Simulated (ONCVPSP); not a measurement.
# What one change does to a pseudopotential (Cl (Z = 17), ONCV)

* Element: Cl (Z = 17)
* Generator: ONCVPSP 4.0.1
* Type: optimised norm-conserving Vanderbilt (ONCV)
* Functional: PBE
* Relativity: non-relativistic
* Frozen core: [Ne]
* Valence charge: 7
* Reference configuration: 3s2 3p5
* Partial waves: 3s: rc 1.10 bohr, ncon 3, nbas 7, qcut 6.4 1/bohr, 1 projector; 3p: rc 1.20 bohr, ncon 3, nbas 6, qcut 6.2 1/bohr, 2 projectors, debl 1.7 Ha
* Local potential: polynomial inside 1.00 bohr (lpopt 5, dvloc0 -1 Ha)
* Core correction: Teter function, fcfact 5, rcfact 1.45

Change: p: qcut 5.5.

Cutoffs: the cutoffs (Ha) at which the residual kinetic energy of the hardest occupied pseudo-wave falls to 1 and 0.1 mHa per electron; they do not see the model core or the augmentation charge, which bear on the density cutoff. Errors are all-electron minus pseudo energies relative to the spin-unpolarised reference configuration.

**Question.** Predict the effect on cutoff, ghosts and configuration errors.

**Answer.** The potential gets neither clearly harder nor softer (16 Ha and 26 Ha → 16 Ha and 27 Ha); the s channel sets the loose cutoff, while the largest relative change is in p, which becomes softer; the errors of the 4 common tests hardly move; neither file shows a bound ghost.

```csv
quantity,base,changed
"cutoff, loose",16 Ha,16 Ha
"cutoff, tight",26 Ha,27 Ha
loose cutoff by channel,"s 16 Ha, p 11 Ha","s 16 Ha, p 8.5 Ha"
bound ghosts,none,none
GHOST(+) flags under 300 eV,s at 77.7 eV,s at 77.7 eV
"error for 3s2 3p4, meV [ΔE 13.89 eV]",+3.0,+3.2
"error for 3s2 3p3, meV [ΔE 39.35 eV]",+23,+23
"error for 3s2 3p2, meV [ΔE 77.66 eV]",+80,+80
"error for 3s2 3p4.5, meV [ΔE 5.59 eV]",+0.4,+0.5
s: phases at 1.12 bohr within 0.05 rad from the reference energy up to (Ha; the scan ends near 5),1.0,1.0
p: phases at 1.22 bohr within 0.05 rad from the reference energy up to (Ha; the scan ends near 5),to the end of the scan,to the end of the scan
"rms error of d²Exc/dni dnj with the model core, mHa",0.95,0.96
```

Base: The cutoffs count occupied waves only; projector 2 of the p channel, the hardest unoccupied one, needs 40 Ha at the loose tolerance. Changed file: The cutoffs count occupied waves only; projector 2 of the p channel, the hardest unoccupied one, needs 55 Ha at the loose tolerance.
